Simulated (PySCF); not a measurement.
**Two probes of the same atoms: core binding energy and nuclear shielding**

C5H14GeO.
SMILES with atom numbers: `[CH3:1][CH2:2][CH2:3][C@@H:4]([CH3:5])[O:6][GeH3:7]`

Binding energies: delta-SCF UKS SCAN, pcX-2 on the ionised atom, pcseg-1 elsewhere, spin-free X2C (PySCF 2.14.0). Shieldings: GIAO HF/pcSseg-1, non-relativistic, same geometry.

```csv
atom,isotropic shielding (ppm)
C1,174.5
C2,171.3
C3,151.4
C4,124.2
C5,166.9
```

Task: What are the C 1s binding energies of these atoms?

Result: 
```json
{"atom": "C3", "environment": "chain CH2 carbon", "C 1s (eV)": "290.26", "isotropic shielding (ppm)": "151.4"}
{"atom": "C5", "environment": "methyl carbon", "C 1s (eV)": "290.31", "isotropic shielding (ppm)": "166.9"}
{"atom": "C2", "environment": "chain CH2 carbon", "C 1s (eV)": "290.53", "isotropic shielding (ppm)": "171.3"}
{"atom": "C1", "environment": "methyl carbon", "C 1s (eV)": "290.56", "isotropic shielding (ppm)": "174.5"}
{"atom": "C4", "environment": "sp3 carbon bound to oxygen", "C 1s (eV)": "291.78", "isotropic shielding (ppm)": "124.2"}
```

Task: Among the listed atoms, is the one with the highest binding energy also the least shielded?

Result: Yes: C4 has both (291.78 eV, 124.2 ppm).

By binding energy: C3 < C5 < C2 ≈ C1 < C4. By shielding: C4 < C3 < C5 < C2 < C1.

Geometry: PBE0-D3(BJ)/def2-SVP, one conformer, isolated molecule.

The values belong to the conformer `[CH3:1][CH2:2][CH2:3][C@@H:4]([CH3:5])[O:6][GeH3:7]`: C1–C2–C3–C4 174°, C2–C3–C4–C5 63°, C3–C4–O6–Ge7 75°.
